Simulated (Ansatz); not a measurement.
C3H8AlN, SMILES `C[CH2][AlH][CH]=N`. Charge 0, multiplicity 1.

```xyz
13

C     1.570   -0.517   -0.659
C     0.790    0.787   -0.436
Al   -1.151    0.534   -0.541
C    -1.981   -0.327    1.045
N    -1.316   -0.614    2.097
H     2.650   -0.364   -0.585
H     1.378   -0.943   -1.648
H     1.304   -1.284    0.075
H     1.100    1.533   -1.175
H     1.058    1.210    0.540
H    -2.022    0.926   -1.814
H    -3.045   -0.600    1.103
H    -0.334   -0.341    1.999
```

List the harmonic frequencies (cm⁻¹, unscaled) at PBE0-D4/def2-TZVP in Ansatz. (An estimate is asked.)

Computed: 31, 92, 108, 157, 197, 336, 394, 542, 570, 612, 651, 731, 936, 960, 1008, 1198, 1217, 1223, 1254, 1407, 1415, 1443, 1492, 1504, 1636, 1906, 3009, 3031, 3033, 3074, 3097, 3104, 3390.

Is this a minimum?

Yes, all 33 modes are real.

Give the ideal-gas thermochemistry at 298.15 K and 1 bar (rigid rotor, harmonic oscillator; point group C1, symmetry number 1).

Zero-point energy 267.7 kJ/mol; H(298) − E = 291.3 kJ/mol; entropy 370.4 J/(mol·K), of which translation 164.3, rotation 112.6, vibration 93.5; G(298) − E = 180.9 kJ/mol. Modes under 100 cm⁻¹ are hindered rotations or soft bends, so the harmonic entropy is rough.
